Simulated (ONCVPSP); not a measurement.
Pt (Z = 78): one change to an ONCV potential, before and after

ONCVPSP 4.0.1 input, shortened (lines: element, Z, core and valence counts, functional; n l f; lmax; l rc ep ncon nbas qcut; lloc lpopt rc5 dvloc0; l nproj debl; icmod fcfact rcfact), LDA (Perdew-Zunger), scalar-relativistic:

```
  Pt 78.00   12    2        3      upf
    1    0    2.00
    2    0    2.00
    2    1    6.00
    3    0    2.00
    3    1    6.00
    3    2   10.00
    4    0    2.00
    4    1    6.00
    4    2   10.00
    4    3   14.00
    5    0    2.00
    5    1    6.00
    5    2    9.00
    6    0    1.00
    3
    0    2.45    0.00    4    8    2.20
    1    2.20    0.05    4    8    4.20
    2    2.15    0.00    3    7    7.00
    3    2.15    0.16    4    8    6.00
    2    5    2.15    0.00
    0    3    3.30
    1    3    0.60
    2    0    0.40
    3    2    3.90
    0    0.00    0.00
```

Change: d: qcut 4.6.

Cutoffs: the cutoffs (Ha) at which the residual kinetic energy of the hardest occupied pseudo-wave falls to 1 and 0.1 mHa per electron; they do not see the model core or the augmentation charge, which bear on the density cutoff. Errors are all-electron minus pseudo energies relative to the spin-unpolarised reference configuration.

Problem. What does the change do?

Solution. The potential gets harder (17 Ha and 28 Ha → 27 Ha and 56 Ha); the bound ghosts move from p to p, s; of the 4 tests that both files solve, the error grows in 4 and shrinks in 0 by more than 15 % and 0.3 meV (median size 9.2 → 47.0 meV).

| quantity | base | changed |
| --- | --- | --- |
| cutoff, loose | 17 Ha | 27 Ha |
| cutoff, tight | 28 Ha | 56 Ha |
| loose cutoff by channel | s 15 Ha, d 17 Ha | s 15 Ha, d 27 Ha |
| bound ghosts | p | s, p |
| GHOST(+) flags under 300 eV | s at 127.5 eV | s at 271.7 eV |
| error for 5d9 6s0, meV [ΔE 9.54 eV] | -0.6 | +3.4 |
| error for 5d8 6s0, meV [ΔE 29.80 eV] | -9.5 | -72 |
| error for 5d7 6s0, meV [ΔE 62.32 eV] | -69 | -198 |
| error for 5d8 6s1, meV [ΔE 11.42 eV] | -9.0 | -22 |
| s: phases at 2.48 bohr within 0.05 rad from the reference energy up to (Ha; the scan ends near 5) | n/a | to the end of the scan |
| p: phases at 2.23 bohr within 0.05 rad from the reference energy up to (Ha; the scan ends near 5) | to the end of the scan | to the end of the scan |
| d: phases at 2.18 bohr within 0.05 rad from the reference energy up to (Ha; the scan ends near 5) | 1.4 | 0.5 |
| f: phases at 2.18 bohr within 0.05 rad from the reference energy up to (Ha; the scan ends near 5) | to the end of the scan | to the end of the scan |

Base: The cutoffs count occupied waves only; projector 3 of the s channel, the hardest unoccupied one, needs 46 Ha at the loose tolerance. A true bound ghost makes a file unfit for plane-wave use even where its test errors are small: the radial tests pick states by their node count and pass the ghost by.
